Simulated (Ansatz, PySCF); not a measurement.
Gas-phase reaction in SMILES: N[SiH2][SiH2]N + 2 [SiH4] (SiH4) → 2 N[SiH3] + [SiH3][SiH3]
Each molecule is optimised on its own at B3LYP-D3(BJ)/def2-TZVP (Ansatz, a program for electronic structure), one conformer each, not searched for the lowest. Frequencies are from Ansatz or PySCF.
Geometry of the first species:
SMILES: [SiH2](N)[SiH2]N
```xyz
12

N     -1.5628     0.1500     1.1628
Si    -1.1791    -0.3618    -0.4480
Si     1.1313     0.0320    -0.6641
N      1.6528     0.4706     0.9295
H     -2.4916     0.0239     1.5356
H     -1.1507     1.0057     1.5034
H     -1.5239    -1.8019    -0.5579
H     -1.9335     0.3221    -1.5390
H      1.4325     1.1718    -1.5668
H      1.8131    -1.1530    -1.2625
H      2.6048     0.7575     1.0990
H      1.2889    -0.0520     1.7122
```
Charge 0, spin multiplicity 1.

Wanted: bond separation energy (enthalpy at 298 K, with B3LYP-D3(BJ) rigid-rotor harmonic-oscillator terms), in kcal/mol. Cores are frozen in the correlated levels unless marked. No spin-orbit coupling. No relativistic terms. CBS(X,Y): correlation extrapolated as X^-3; Hartree-Fock from the larger set. [CCSD(T)-MP2]/basis is that difference in the basis named.

| level | program | bond separation energy (kcal/mol) |
|---|---|---|
| BLYP-D4/def2-TZVPD | Ansatz + dftd4 | -0.8 |
| BLYP/def2-TZVPD | Ansatz | -2.7 |
| revPBE-D3(BJ)/def2-TZVPD | Ansatz + dftd3 | -1.3 |
| B3LYP-D3(BJ)/def2-TZVPD | Ansatz + dftd3 | (withheld) |
| PBE0-D3(BJ)/def2-TZVPD | Ansatz + dftd3 | (withheld) |
| SCS-MP2/6-31G | Ansatz | -0.6 |
| RI-MP2/CBS(cc-pV(T+d)Z,cc-pV(Q+d)Z)+[CCSD(T)-MP2]/cc-pV(T+d)Z | Ansatz | (withheld) |

**Question.** Some entries are withheld; supply them.

**Answer.** 
- B3LYP-D3(BJ)/def2-TZVPD, bond separation energy (kcal/mol): -1.4
- PBE0-D3(BJ)/def2-TZVPD, bond separation energy (kcal/mol): -1.8
- RI-MP2/CBS(cc-pV(T+d)Z,cc-pV(Q+d)Z)+[CCSD(T)-MP2]/cc-pV(T+d)Z, bond separation energy (kcal/mol): -1.7
